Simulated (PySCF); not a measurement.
# How methods differ on the excitation energy of Sn

Sn [Kr] 4d10 5s2 5p2 (3P) → Sn [Kr] 4d10 5s1 5p2 6s1 (5P), as a difference of total energies. Calculation: PySCF 2.14, in aug-cc-pwCVTZ-PP with ECP28MDF (8s7p6d4f1g, 96 functions); a scalar-relativistic core potential. Correlated levels: valence: 4s2 4p6 4d10 frozen. The calculations carry no spin-orbit coupling.

| method | excitation energy (eV) |
| --- | --- |
| UHF | 8.202 |
| MP2 (valence) | 9.070 |
| SCS-MP2 (valence) | 9.372 |
| CCSD (valence) | 9.250 |
| CCSD(T) (valence) | 9.288 |

Q: How much does correlation contribute at CCSD(T) (valence)?

A: 9.288 − (8.202) = 1.086 eV, measured against UHF.

The upper state lies above the first ionisation limit, but in LS coupling its spin forbids autoionisation to the ground ion; at this Z spin-orbit coupling breaks that rule. A Rydberg-like electron needs more diffuse functions than a valence basis has.

The promoted electron is Rydberg-like, and one or two diffuse shells describe it only roughly, which tends to raise the upper state.
